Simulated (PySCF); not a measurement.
An unknown is described by computed data only.

Formula: C4H8F3PSi.

- UV, first state: lowest singlet excitation: 5.64 eV (220 nm, f = 0.026) [TDDFT CAM-B3LYP/def2-SVPD]
- 13C NMR: chemical shifts (computed TMS as zero) by class: 172.7 (1 C), 137.5 (1 C), 6.0 (1 C), -9.0 (1 C) ppm [GIAO CAM-B3LYP/pcSseg-1]
- Rotational structure: rotational constants A, B, C: 1.493, 0.773, 0.668 GHz [PBE0-D3(BJ)/def2-SVP]
- 1H NMR: chemical shifts (computed TMS as zero) by class: 4.21 (2 H), 1.28 (3 H), 0.33 (3 H) ppm [GIAO CAM-B3LYP/pcSseg-1]
- Polarisability: 106.6 au [CAM-B3LYP/def2-SVPD]
- Valence photoelectron: vertical ionisation energy: 9.01 eV [ΔSCF CAM-B3LYP/def2-SVPD]
- Dipole: 1.31 D [CAM-B3LYP/def2-SVPD]
- Triplet: lowest triplet excitation (Tamm–Dancoff): 4.18 eV [TDA CAM-B3LYP/def2-SVPD]

Electronic properties: PySCF, gas phase, density fitting. Levels stand in brackets. NMR shifts are as computed; neighbouring signals can stand in another order in a measured spectrum. Isolated species at its PBE0-D3(BJ)/def2-SVP geometry (one conformer only). NMR values are class means; diastereotopic atoms form classes of their own.

**Question.** Propose a structure and show how it fits.

**Answer.** Numbering: `[CH3:1][SiH2:2][P:3]([CH3:4])[C:5]([F:6])=[C:7]([F:8])[F:9]`. 4 carbons fall into 4 classes; from least to most shielded: =CF2 carbon [C7] (172.7 ppm), vinylic C–F carbon [C5] (137.5 ppm), sp3 carbon bound to phosphorus [C4] (6.0 ppm), Si-methyl carbon [C1] (-9.0 ppm). Hydrogen classes from least to most shielded: 2 H on an SiH2 silicon, Si2 (4.21 ppm), 3 H on an sp3 carbon bound to phosphorus, C4 (1.28 ppm, a mean of values up to 1.0 ppm apart in this geometry), 3 H on an Si-methyl carbon, C1 (0.33 ppm). The first electron is taken from the HOMO, whose largest Löwdin shares are 0.48 on the three-coordinate phosphorus, 0.13 on the SiH2 silicon, 0.10 on the vinylic C–F carbon and 0.07 on the sp3 carbon bound to phosphorus. The optimised geometry has point group C1 and is an asymmetric top. Structure: `C[SiH2]P(C)C(F)=C(F)F`. The assignments are read from this structure; whether some other isomer fits the data as well wasn't checked.

Shape of the structure used: `[CH3:1][SiH2:2][P:3]([CH3:4])[C:5]([F:6])=[C:7]([F:8])[F:9]`: C1–Si2–P3–C4 -154°, Si2–P3–C5–F6 -48°.
